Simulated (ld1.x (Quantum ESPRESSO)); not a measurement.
# Which change was made? (O, TM)

ld1.x (Quantum ESPRESSO) 7.5 input, shortened:

```
&input
   title='O', zed=8., rel=0, dft='PBE', iswitch=3,
   config='[He] 2s2 2p3'
 /
 &inputp
   pseudotype=2, tm=.true., lloc=-1, rcloc=1.15,
   nlcc=.false.
 /
2
2S  1  0   2.00   0.00  0.75  0.75  0.0
2P  2  1   3.00   0.00  1.95  1.95  0.0
 &test
   configts(1)='2s2 2p3'
 /
```

Cutoffs, loose and tight: the cutoffs (Ry, on a coarse ladder) from which the occupation-weighted sum of valence levels, in a spherical-Bessel basis at the reference potential, stays within 10 and 1 mRy of its value at 400 Ry. They do not see the model core or the augmentation charge, which bear on the density cutoff. Test errors are all-electron minus pseudo excitation energies from the reference, over the configurations 2s2 2p4; 2s2 2p2; 2s2 2p1; 2s2 2p3.5; 2s2 2p0; 2s1 2p4; 2s2 2p4.3; variants that change the core or the reference have their own tests.

The base gives: outcome: generated; cutoff, loose: 80 Ry; cutoff, tight: 200 Ry; bound ghosts: none; largest test error (meV): +4397.

Task: After one change the result is: outcome: generated; cutoff, loose: 70 Ry; cutoff, tight: 160 Ry; bound ghosts: none; largest test error (meV): +8144. Which change was it?
A. all radii scaled by about 0.89 (s 0.66, p 1.74 bohr); local potential all-electron potential smoothed inside 1.02 bohr (lloc = -1)
B. all radii scaled by about 0.78 (s 0.58, p 1.52 bohr); local potential all-electron potential smoothed inside 0.90 bohr (lloc = -1)
C. all radii scaled by about 1.26 (s 0.94, p 2.46 bohr); local potential all-electron potential smoothed inside 1.46 bohr (lloc = -1)

Result: C. The others give: all radii scaled by about 0.89 (s 0.66, p 1.74 bohr); local potential all-electron potential smoothed inside 1.02 bohr (lloc = -1) → outcome: generated; cutoff, loose: 140 Ry; cutoff, tight: 230 Ry; bound ghosts: none; largest test error (meV): +3004 | all radii scaled by about 0.78 (s 0.58, p 1.52 bohr); local potential all-electron potential smoothed inside 0.90 bohr (lloc = -1) → outcome: generated; cutoff, loose: 230 Ry; cutoff, tight: over 300 Ry; bound ghosts: none; largest test error (meV): +2094.
